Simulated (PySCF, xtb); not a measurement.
C2H9NOSi2, SMILES C=CO[SiH2]N[SiH3].

GFN2-xTB in xtb at its own geometry gives an orbital gap of 4.84 eV and a dipole moment of 0.91 D.

Geometry optimised at B3LYP-D3(BJ)/def2-SVP. This is a generated structure with no PubChem entry under its InChIKey; it may be hypothetical. One conformer was computed; it need not be the lowest.

Question: What does PySCF with r2SCAN/def2-TZVP give? (An estimate is asked for; the answer gives what the named calculation found.)

Answer: gap 5.27 eV (levels -5.84 and -0.56 eV), dipole 1.51 D.
